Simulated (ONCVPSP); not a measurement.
**What the settings do to the ONCV potential of scandium (Sc)**

Base potential:

| Quantity | Value |
| --- | --- |
| Element | scandium (Sc) |
| Generator | ONCVPSP 4.0.1 |
| Type | optimised norm-conserving Vanderbilt (ONCV) |
| Functional | PBE |
| Relativity | scalar-relativistic |
| Frozen core | [Ne] 3s2 |
| Valence charge | 9 |
| Reference configuration | 3p6 3d1.5 4s1.5 |
| Partial waves | 4s: rc 2.85 bohr, ncon 3, nbas 6, qcut 2.6 1/bohr, 2 projectors, debl 0.6 Ha; 3p: rc 1.45 bohr, ncon 4, nbas 7, qcut 9.7 1/bohr, 2 projectors, debl 2.8 Ha; 3d: rc 2.70 bohr, ncon 3, nbas 8, qcut 5.9 1/bohr, 2 projectors, debl 3.7 Ha; f scattering state at 0.03 Ha: rc 2.85 bohr, ncon 4, nbas 7, qcut 3.5 1/bohr, 1 projector |
| Local potential | polynomial inside 0.95 bohr (lpopt 5, dvloc0 0 Ha) |
| Core correction | Teter function, fcfact 6, rcfact 1.5 |

Cutoffs, loose and tight: the cutoffs (Ha) at which the residual kinetic energy of the hardest occupied pseudo-wave falls to 1 and 0.1 mHa per electron. They do not see the model core or the augmentation charge, which bear on the density cutoff. Test errors are all-electron minus pseudo excitation energies from the reference, over the configurations 3p6 3d1 4s2; 3p6 3d1 4s1; 3p6 3d1 4s0; 3p6 3d1 4s1.5. A dash means not determined; rows that change the core or the reference have their own tests.

A true bound ghost makes a file unfit for plane-wave use even where its test errors are small: the radial tests pick states by their node count and pass the ghost by.

```csv
change,outcome,"cutoff, loose","cutoff, tight",bound ghosts,GHOST(+) flags above zero,largest test error (meV)
base,generated,16 Ha,26 Ha,s,"d, f",+47
"all radii but the core radius scaled by about 0.80 (s 2.28, p 1.16, d 2.16, f 2.28 bohr); local potential polynomial inside 0.76 bohr (lpopt 5, dvloc0 0 Ha)",generated,31 Ha,41 Ha,s,"s, d, f",+54
"all radii but the core radius scaled by about 0.90 (s 2.56, p 1.30, d 2.42, f 2.56 bohr); local potential polynomial inside 0.86 bohr (lpopt 5, dvloc0 0 Ha)",generated,23 Ha,35 Ha,s,"s, d, f",+55
"all radii but the core radius scaled by about 0.97 (s 2.76, p 1.40, d 2.62, f 2.76 bohr); local potential polynomial inside 0.92 bohr (lpopt 5, dvloc0 0 Ha)",generated,16 Ha,31 Ha,s,"d, f",+50
"all radii but the core radius scaled by about 1.14 (s 3.24, p 1.64, d 3.06, f 3.24 bohr); local potential polynomial inside 1.08 bohr (lpopt 5, dvloc0 0 Ha)",generated,18 Ha,22 Ha,s,"d, f",+43
```

Q: What comes out with this change to the base: all radii but the core radius scaled by about 1.24 (s 3.54, p 1.80, d 3.34, f 3.54 bohr); local potential polynomial inside 1.18 bohr (lpopt 5, dvloc0 0 Ha)?

A: outcome: generated; cutoff, loose: 17 Ha; cutoff, tight: 21 Ha; bound ghosts: s; GHOST(+) flags above zero: f; largest test error (meV): +85.

Q: What comes out with this change to the base: all radii but the core radius scaled by about 1.29 (s 3.68, p 1.86, d 3.48, f 3.68 bohr); local potential polynomial inside 1.22 bohr (lpopt 5, dvloc0 0 Ha)?

A: outcome: generated; cutoff, loose: 17 Ha; cutoff, tight: 20 Ha; bound ghosts: s; GHOST(+) flags above zero: d, f; largest test error (meV): +171.

Q: What comes out with this change to the base: all radii but the core radius scaled by about 1.06 (s 3.02, p 1.54, d 2.86, f 3.02 bohr); local potential polynomial inside 1.00 bohr (lpopt 5, dvloc0 0 Ha)?

A: outcome: generated; cutoff, loose: 17 Ha; cutoff, tight: 20 Ha; bound ghosts: s; GHOST(+) flags above zero: d, f; largest test error (meV): +43.

Reading the sweep of the scale of all radii but the core radius (base = 1) (base included, trends over the rows without a ghost): Bound ghosts are found at 0.8, 0.9, 0.97, 1, 1.06, 1.14, 1.24, 1.29. Every judged row has one, so this setting neither creates nor removes them.
